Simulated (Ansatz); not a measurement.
BH₃BrF, closed shell: at the end structure of a reaction step.

Input (in.yaml):

```yaml
crystal:
  periodic: [false, false, false]
  atoms:
    - {symbol: B, position_ang: [-0.518543, 0.234286, -0.516996]}
    - {symbol: F, position_ang: [1.497322, 0.019404, 0.448382]}
    - {symbol: H, position_ang: [-0.165824, -0.317707, -1.505405]}
    - {symbol: H, position_ang: [-0.532703, 1.408863, -0.355053]}
    - {symbol: H, position_ang: [1.178341, -0.509842, 1.140903]}
    - {symbol: Br, position_ang: [-1.458693, -0.835005, 0.788069]}
basis:
  gaussian: {orbitals: def2-SVP}
hamiltonian: {xc: pbe0, dispersion: d4}
```

Command:

```bash
ansatz run in.yaml --threads 2 --pin off --events-out ev --progress --plain --max-ram 4352MiB
```

Output of Ansatz 0.2.0:

```
Functional definition: PBE0
  name "PBE0"
  cite "Adamo & Barone, J. Chem. Phys. 110, 6158 (1999) doi:10.1063/1.478522"
  cite "Perdew, Burke & Ernzerhof, Phys. Rev. Lett. 77, 3865 (1996) doi:10.1103/PhysRevLett.77.3865"
  parent pbe
  parameter a = 0.25
  parameter kappa = 0.804
  parameter beta = 0.06672455060314922
  exchange = (1 - a)*pbe_x(kappa = kappa, mu = beta*pi^2/3) + a*exact_x
  correlation = pbe_c(beta = beta)
730 factors; integrals over basis functions are off by at most 1.2e-3 eV
mean field evaluation 1: about -73464.2036 eV, gradient 2.7e1 eV
mean field evaluation 2: about -73463.6131 eV, gradient 3.5e1 eV
mean field evaluation 4: about -73465.6548 eV, gradient 9.4e-1 eV
mean field evaluation 8: about -73465.7147 eV, gradient 9.4e-2 eV
mean field -73465.71475270 eV, -2699.8152203118 hartree, gradient 8.4e-5 eV, S^2 0.000000; 0 other end points of the search recorded, 0 dependent functions left out
reference -73465.71477287 eV, -2699.8152210531 hartree; 26, 26 occupied and 49, 49 virtual orbitals, 730 factors
Total energy: -73465.78154460 eV, -2699.8176748689 hartree
```

The run took about 1.2 s on 2 CPU threads of an Arm Neoverse V1 (shared host).
